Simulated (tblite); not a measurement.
C7H16Si.
Atom-mapped SMILES: `[CH3:1][CH2:2][C@@H:3]1[CH2:4][CH2:5][C@@H:6]([SiH3:7])[CH2:8]1` (hydrogens: H9, H10, H11 on C1; H12, H13 on C2; H14 on C3; H15, H16 on C4; H17, H18 on C5; H19 on C6; H20, H21, H22 on Si7; H23, H24 on C8)

Computed with GFN2-xTB (tblite), gas phase: L-BFGS steps from a force-field or distance-geometry start until the largest atomic force falls under 0.01 eV/Å.

At the end of the run (lengths in Å): C2–H12 1.093, C1–H10 1.088, C3–C8 1.535, C8–H23 1.094, C6–Si7 1.906, C1–H11 1.088, C3–C4 1.545, C3–C4–C5 106.2°, C1–C2–C3 112.5°, C2–C3–C4 112.4°, C4–C5–C6 104.3°, C1–C2–C3–C4 -177°, C2–C3–C4–C5 -123°, C3–C4–C5–C6 -25°, H9–C1–C2–C3 -62°, H14–C3–C4–C5 117°.

**Question.** These geometries were met on the way; a selection of coordinates is given. Order them by energy above the end point, lowest first.
A. C2–H12 1.096, C1–H10 1.101, C3–C8 1.542, C8–H23 1.098, C6–Si7 1.901, C1–H11 1.092, C3–C4 1.522, C3–C4–C5 103.3°, C1–C2–C3 107.6°, C2–C3–C4 108.4°, C4–C5–C6 101.0°, C1–C2–C3–C4 180°, C2–C3–C4–C5 -97°, C3–C4–C5–C6 -43°, H9–C1–C2–C3 -36°, H14–C3–C4–C5 143°
B. C2–H12 1.138, C1–H10 1.127, C3–C8 1.500, C8–H23 1.127, C6–Si7 1.873, C1–H11 1.116, C3–C4 1.520, C3–C4–C5 101.1°, C1–C2–C3 107.8°, C2–C3–C4 108.1°, C4–C5–C6 100.4°, C1–C2–C3–C4 180°, C2–C3–C4–C5 -99°, C3–C4–C5–C6 -44°, H9–C1–C2–C3 -32°, H14–C3–C4–C5 145°
C. C2–H12 1.088, C1–H10 1.072, C3–C8 1.547, C8–H23 1.091, C6–Si7 1.917, C1–H11 1.077, C3–C4 1.528, C3–C4–C5 104.4°, C1–C2–C3 108.0°, C2–C3–C4 109.9°, C4–C5–C6 102.0°, C1–C2–C3–C4 180°, C2–C3–C4–C5 -98°, C3–C4–C5–C6 -42°, H9–C1–C2–C3 -38°, H14–C3–C4–C5 141°
D. C2–H12 1.094, C1–H10 1.090, C3–C8 1.541, C8–H23 1.091, C6–Si7 1.905, C1–H11 1.089, C3–C4 1.542, C3–C4–C5 104.7°, C1–C2–C3 113.6°, C2–C3–C4 111.5°, C4–C5–C6 102.5°, C1–C2–C3–C4 -179°, C2–C3–C4–C5 -100°, C3–C4–C5–C6 -40°, H9–C1–C2–C3 -44°, H14–C3–C4–C5 139°
E. C2–H12 1.094, C1–H10 1.092, C3–C8 1.547, C8–H23 1.093, C6–Si7 1.906, C1–H11 1.091, C3–C4 1.539, C3–C4–C5 103.3°, C1–C2–C3 111.1°, C2–C3–C4 110.6°, C4–C5–C6 102.7°, C1–C2–C3–C4 -179°, C2–C3–C4–C5 -98°, C3–C4–C5–C6 -41°, H9–C1–C2–C3 -39°, H14–C3–C4–C5 143°

**Answer.** D (0.081 eV), E (0.135 eV), C (0.226 eV), A (0.370 eV), B (0.600 eV).

```json
{"step": "16", "E above end (eV)": "0.081", "rms distance from the end, all atoms (Å)": "0.418", "largest force (eV/Å)": "0.115", "rms shift of all bonds from the end (Å)": "0.003"}
{"step": "9", "E above end (eV)": "0.135", "rms distance from the end, all atoms (Å)": "0.434", "largest force (eV/Å)": "0.262", "rms shift of all bonds from the end (Å)": "0.004"}
{"step": "4", "E above end (eV)": "0.226", "rms distance from the end, all atoms (Å)": "0.445", "largest force (eV/Å)": "0.551", "rms shift of all bonds from the end (Å)": "0.009"}
{"step": "1", "E above end (eV)": "0.370", "rms distance from the end, all atoms (Å)": "0.451", "largest force (eV/Å)": "0.812", "rms shift of all bonds from the end (Å)": "0.009"}
{"step": "0", "E above end (eV)": "0.600", "rms distance from the end, all atoms (Å)": "0.453", "largest force (eV/Å)": "1.995", "rms shift of all bonds from the end (Å)": "0.022"}
```

Rows stand in the order of the answer.
